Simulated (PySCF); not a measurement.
A GIAO shielding run with PySCF 2.14 (density fitting, non-relativistic, gas phase) on `C#C[C@@H]1C[S@@](=O)[C@@H]1[SiH2]C`, C$_{6}$H$_{10}$OSSi:

```
$ OMP_NUM_THREADS=1 python probes_run.py task.json out

{"job": {"kind": "nmr", "xc": "PBE0", "basis": "pcSseg-1"}, "charge": 0, "multiplicity": 1}
C     -1.185835    -2.294967    -0.575796
C     -1.245240    -1.250941     0.007290
C     -1.349537     0.026207     0.678990
C     -1.992342     1.076505    -0.232131
S     -0.313918     1.686191    -0.761894
O     -0.205602     3.120063    -0.503348
C      0.004308     0.742295     0.819004
Si     1.624219    -0.251804     0.853523
C      2.118943    -0.603396    -0.940653
H     -1.125422    -3.217443    -1.071672
H     -1.868406    -0.124358     1.632620
H     -2.613438     0.699845    -1.040973
H     -2.504149     1.864825     0.313337
H     -0.047823     1.479013     1.619404
H      1.388195    -1.488719     1.606013
H      2.640505     0.566069     1.524365
H      1.338933    -1.146015    -1.466951
H      2.300215     0.322598    -1.480025
H      3.026590    -1.196717    -0.988565
```

Hardware: 1 thread of an Arm Neoverse V1, shared host. The job also computes population analyses, field gradients, ring-centre shieldings.

(1) How large is the calculation?

(2) How long does it take, and how much memory does it need?

Results:

(1) 84 electrons, 217 basis functions and 1169 auxiliary functions.

(2) 64 s of wall time, with 15 SCF cycles and 5 response iterations; peak memory 0.98 GiB. Times on a shared host scatter by some tens of per cent.
